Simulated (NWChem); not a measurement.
Molecule: GeHCl2, doublet; SMILES [Cl][GeH][Cl]

Computed with NWChem. Pople sets run with spherical d functions. Spin-unrestricted. In the optimisation the excess spin sits in a' (Cs, its own frame). Coordinates come from a PBE0/def2-SVP, spin-unrestricted optimisation. No stability test was run on the SCF state.

Task: Order these by “lowest empty minus highest occupied level, either spin (eV)”, lowest first: PBE0/6-311G**; PBE0/3-21G; PBE0/STO-3G.

Result: PBE0/3-21G (3.06), PBE0/6-311G** (3.18), PBE0/STO-3G (3.42)
